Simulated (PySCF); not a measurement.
An unknown is described by computed data only.

Formula: C5H3ClOP2.

| Item | Value |
| --- | --- |
| UV, first state | lowest singlet excitation: 3.14 eV (395 nm, f = 0.001) [TDDFT B3LYP/def2-SVPD] |
| 13C NMR | chemical shifts (computed TMS as zero) by class: 199.0 (1 C), 193.1 (1 C), 180.9 (1 C), 174.8 (1 C), 151.5 (1 C) ppm [GIAO HF/pcSseg-1] |
| Dipole | 2.78 D [B3LYP/def2-SVPD] |
| Polarisability | 130.1 au [B3LYP/def2-SVPD] |
| UV, strongest line | among the 10 lowest singlet transitions: S8 at 4.92 eV (252 nm, f = 0.433) [TDDFT B3LYP/def2-SVPD] |
| Rotational structure | rotational constants A, B, C: 1.350, 0.830, 0.514 GHz [PBE0-D3(BJ)/def2-SVP] |
| Valence photoelectron | vertical ionisation energy: 9.23 eV [ΔSCF B3LYP/def2-SVPD] |
| Triplet | lowest triplet excitation (Tamm–Dancoff): 2.50 eV [TDA B3LYP/def2-SVPD] |
| 1H NMR | chemical shifts (computed TMS as zero) by class: 10.49 (1 H), 9.90 (1 H), 9.76 (1 H) ppm [GIAO HF/pcSseg-1] |

The electronic properties come from PySCF, for the isolated species, density fitting. Levels stand in brackets. One conformer (not necessarily the lowest) at the PBE0-D3(BJ)/def2-SVP geometry, without solvent, vibrations or thermal averaging. NMR values are class means; diastereotopic atoms form classes of their own.

Q: What is the compound? Reason from the data.

A: Numbering: `[O:1]=[CH:2][c:3]1[cH:4][c:5]([Cl:6])[p:7][cH:8][p:9]1`. 5 carbons fall into 5 classes; from least to most shielded: aromatic CH carbon [C8] (199.0 ppm), aldehyde carbon [C2] (193.1 ppm), aromatic C–Cl carbon [C5] (180.9 ppm), substituted aromatic carbon [C3] (174.8 ppm), aromatic CH carbon [C4] (151.5 ppm). Hydrogen classes from least to most shielded: 1 H on an aromatic CH carbon, C8 (10.49 ppm), 1 H on an aromatic CH carbon, C4 (9.90 ppm), 1 H on an aldehyde carbon, C2 (9.76 ppm). S1 is mainly HOMO−1→LUMO (weight 0.94); the largest Löwdin shares of the orbital it empties are 0.55 on the aldehyde oxygen, 0.12 on the aldehyde carbon, 0.10 on the substituted aromatic carbon and 0.07 on a phosphorus bonded to 2 C, of the orbital it fills 0.24 on a phosphorus bonded to 2 C, 0.13 on the substituted aromatic carbon, 0.12 on a phosphorus bonded to 2 C and 0.11 on an aromatic CH carbon. The first electron is taken from the HOMO, whose largest Löwdin shares are 0.22 on the aryl chlorine, 0.18 on the aromatic C–Cl carbon, 0.17 on a phosphorus bonded to 2 C and 0.12 on a phosphorus bonded to 2 C. The optimised geometry has point group Cs and is an asymmetric top. Structure: `O=Cc1cc(Cl)pcp1`. The assignments are read from this structure; whether some other isomer fits the data as well wasn't checked.

Conformer computed: `[O:1]=[CH:2][c:3]1[cH:4][c:5]([Cl:6])[p:7][cH:8][p:9]1`: O1–C2–C3–C4 0°.
